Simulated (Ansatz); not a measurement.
Basis-set extrapolation for CH5BF2OSi (PBE0-D4/def2-TZVP geometry, frozen core, Ansatz 0.2.0). Multiplicity 1, RHF reference.

|  | def2-TZVPP | def2-QZVPP |
| --- | --- | --- |
| HF | -628.288827 | -628.312703 |
| MP2 correlation | -1.133617 | -1.227662 |
| CCSD(T) correlation | -1.211650 | not run |

Energies in hartree. Use E(X) = E(∞) + A·exp(−7.88·√X) for Hartree–Fock and E(X) = E(∞) + B·X^(−2.97) for correlation, with X = 3 and 4, and add CCSD(T) minus MP2 of the smaller set to the MP2 limit.

What is the CCSD(T) energy at the basis-set limit?

HF limit: -628.312703 + (-0.023876) × 0.13774 = -628.31599. MP2 limit: -1.227662 + (-0.094045) × 0.74074 = -1.29732. Higher-order term: -1.211650 − (-1.133617) = -0.07803. Total: -629.69134 hartree, 119.8 kcal/mol below CCSD(T)/def2-TZVPP.
